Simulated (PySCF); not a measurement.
SrBr, optimised at PBE0/def2-TZVP:

```xyz
2

Sr     0.0020    -1.0119     0.9279
Br    -0.0020     1.0119    -0.9279
```

Computed with PySCF (xtb for GFN2) and rigid-rotor harmonic-oscillator thermochemistry at 1 bar. Open shells (unrestricted): SrBr (multiplicity 2). GFN2 has no spin-polarisation term. Sr: scalar-relativistic def2 core potential, no spin-orbit coupling. Br: all electrons, no relativistic terms.

Task: List the harmonic frequencies (cm⁻¹, unscaled) at this level and at the other levels, each on its own geometry.

Result: 
- PBE0/def2-TZVP: 213
- GFN2-xTB: 174
- PBE/def2-SVP: 216
